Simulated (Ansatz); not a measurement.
Reaction (ligand exchange at the Si–O bond): `[OH][GeH]([OH])[O][SiH3]` + `CC(F)S` → `CC(F)S[SiH3]` + `[OH][GeH]([OH])[OH]`

Isolated molecules relaxed with PBE0-D4/def2-TZVP in Ansatz; ΔE leaves out vibrations. CBS: MP2 limit from def2 TZ/QZ plus the TZ coupled-cluster correction, frozen cores. Functionals use def2-TZVPP. For Ge outer-core shells are correlated without core-valence functions, which leaves a few kJ/mol of doubt a bond. Scalar relativity is left out up to krypton. Each species was taken in one conformer, which may not be the lowest.

CCSD(T)/CBS gives +50.0 kJ/mol.

**Question.** Another level gave +72.4 kJ/mol. Which?
A. HF/def2-TZVPP
B. B2PLYP/def2-TZVPP
C. PBE-D4/def2-TZVPP
D. ωB97M-V/def2-TZVPP

**Answer.** A. HF/def2-TZVPP 72.4, B2PLYP 54.6, ωB97M-V 49.6, PBE-D4 34.0 kJ/mol.

Largest T1 diagnostic among the species: 0.012.

From PBE to PBE0 (25 % exact exchange), in def2-TZVPP and without D4, ΔE moves by +5.2 kJ/mol. In def2-TZVPP, CCSD(T) changes the Hartree–Fock value by −19.0 kJ/mol (the triples alone add −3.6 kJ/mol) and MP2 by −21.3 kJ/mol.
